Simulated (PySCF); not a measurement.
(E)-3-chloropent-3-en-1-yne (C5H5Cl), SMILES C(/C)=C(\Cl)C#C.

Geometry: B3LYP-D3(BJ)/def2-SVP.

Level of theory: PBE/def2-TZVP run with PySCF.

```yaml
total_energy: -653.29143 hartree
point_group: Cs
highest_occupied_level: -5.90 eV
lowest_empty_level: -2.03 eV
orbital_gap: 3.87 eV
dipole_moment: 1.97 D
quadrupole, principal values (traceless, Buckingham form, about the centre of nuclear charge): -5.82, -1.70, 7.52 D·Å
mean_static_polarisability: 75.6 bohr³ (11.21 Å³)
polarisability_principal_values: 44.8, 83.2, 98.9 bohr³
```
